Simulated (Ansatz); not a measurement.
```yaml
crystal:
  periodic: [false, false, false]
  atoms:
    - {symbol: O, position_ang: [1.080246, -2.131454, 0.301109]}
    - {symbol: C, position_ang: [0.640378, -1.023790, 0.369260]}
    - {symbol: Si, position_ang: [1.192090, 0.662912, 1.176325]}
    - {symbol: Si, position_ang: [-0.900665, -0.091574, -0.306890]}
    - {symbol: Cl, position_ang: [-1.084609, 0.536990, -2.236386]}
    - {symbol: H, position_ang: [-0.339507, 1.177528, 0.511312]}
    - {symbol: H, position_ang: [1.735431, 0.959793, -0.217618]}
    - {symbol: H, position_ang: [-2.231164, -0.147506, 0.347187]}
basis:
  gaussian: {orbitals: def2-TZVPP}
magnetization: {spin_polarized: true, initial_magnetization: 10}
hamiltonian: {xc: {name: SPW92}}
output: {forces: true}
```

```sh
$ ansatz run in.yaml --threads 2 --pin off --events-out ev --progress --plain --max-ram 4352MiB
```

Output, abridged:

```
Functional definition: SPW92
1378 factors; their error is unknown
mean field evaluation 1: about -31221.9896 eV, gradient 6.5e1 eV
mean field evaluation 2: about -30157.7582 eV, gradient 3.7e2 eV
mean field evaluation 4: about -31175.0187 eV, gradient 1.0e2 eV
mean field evaluation 8: about -31256.7611 eV, gradient 5.8e0 eV
mean field evaluation 16: about -31257.1097 eV, gradient 4.8e-5 eV
mean field -31257.10965500 eV, -1148.6775929914 hartree, gradient 2.9e-5 eV, S^2 30.004984; 10 other end points of the search recorded, 0 dependent functions left out
reference -31257.10969071 eV, -1148.6775943039 hartree; 36, 26 occupied and 194, 204 virtual orbitals, 1378 factors
Total energy: -31257.10969071 eV, -1148.6775943039 hartree
Atom 0 at     1.080246    -2.131454     0.301109 Å, force     2.080719    -5.800396    -0.680147 eV/Å
Atom 1 at     0.640378    -1.023790     0.369260 Å, force    -1.254211     6.475485     0.961316 eV/Å
Atom 2 at     1.192090     0.662912     1.176325 Å, force     1.543627    -0.520156     6.389266 eV/Å
Atom 3 at    -0.900665    -0.091574    -0.306890 Å, force     0.583663    -3.683245     0.683551 eV/Å
Atom 4 at    -1.084609     0.536990    -2.236386 Å, force    -0.486967     1.606688    -4.995495 eV/Å
Atom 5 at    -0.339507     1.177528     0.511312 Å, force    -0.556720     0.836001     0.352613 eV/Å
Atom 6 at     1.735431     0.959793    -0.217618 Å, force     0.722839     0.467527    -4.209186 eV/Å
Atom 7 at    -2.231164    -0.147506     0.347187 Å, force    -2.632950     0.618094     1.498081 eV/Å
Dipole moment:    -0.286298     0.244935    -0.596297 e Å
```

Question: Something in this input is off. What?

Answer: The spin is set far too high for this molecule. Self-consistency was reached. The result belongs to that input, not to the molecule as meant.
